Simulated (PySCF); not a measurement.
bromotrifluoromethane (CBrF3), SMILES FC(F)(F)Br. Heavy atoms are numbered as in [F:1][C:2]([F:3])([F:4])[Br:5].

The structure is a stationary point at B3LYP-D3(BJ)/def2-SVP.

Computed with HF/def2-TZVP in PySCF.

ESP charges are fitted to the potential on shells at 1.4 to 2.0 van der Waals radii. Atomic charges (e), one atom of each kind:

```json
[
 {"atom": "F1", "ESP fit": "___", "Mulliken": "-0.20"},
 {"atom": "C2", "ESP fit": "___", "Mulliken": "0.65"},
 {"atom": "Br5", "ESP fit": "___", "Mulliken": "-0.04"}
]
```

**Question.** Complete the blanks. (The exact figures need the calculation; the answer reports its results.)

**Answer.** 
- F1, ESP fit: -0.07
- C2, ESP fit: 0.23
- Br5, ESP fit: 0.00

**Question.** Give the Mayer and Wiberg (Löwdin basis) orders of the bonds. (An estimate is asked for; the answer gives what the named calculation found.)

**Answer.** 
```
bond    Mayer  Wiberg
------  -----  ------
F1–C2    1.08    1.78
C2–F3    1.08    1.78
C2–F4    1.08    1.78
C2–Br5   1.12    1.55
```
